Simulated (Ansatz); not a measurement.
Cartesian coordinates in Å:
```
C -1.092 1.600 1.374
Si 0.344 0.398 1.200
B 0.430 -0.611 -0.551
C 1.256 -1.937 -0.561
Al -0.667 0.202 -2.172
H -1.057 2.125 2.331
H -2.051 1.078 1.314
H -1.069 2.356 0.583
H 0.354 -0.533 2.371
H 1.629 1.168 1.256
H 2.024 -2.027 0.212
H 1.663 -2.258 -1.522
H 0.485 -2.685 -0.297
H -2.173 -0.249 -2.454
H -0.076 1.372 -3.082
```

The species carries charge 0 and has multiplicity 1.

(1) List the r2SCAN/def2-TZVPP orbital energies in eV (Ansatz 0.2.0). (An estimate is asked.)

## Answers

(1) Computed: Occupied: -1790.37, -1516.60, -272.77, -272.72, -180.42, -140.86, -110.14, -95.73, -95.72, -95.69, -70.52, -70.25, -70.23, -18.46, -18.21, -13.34, -11.35, -10.55, -10.45, -10.35, -10.16, -9.65, -8.30, -8.22, -7.42, -7.39, -5.71. Lowest empty: -2.77, -2.02, 0.74, 0.80, 0.98, 1.66, 1.73, 1.82.
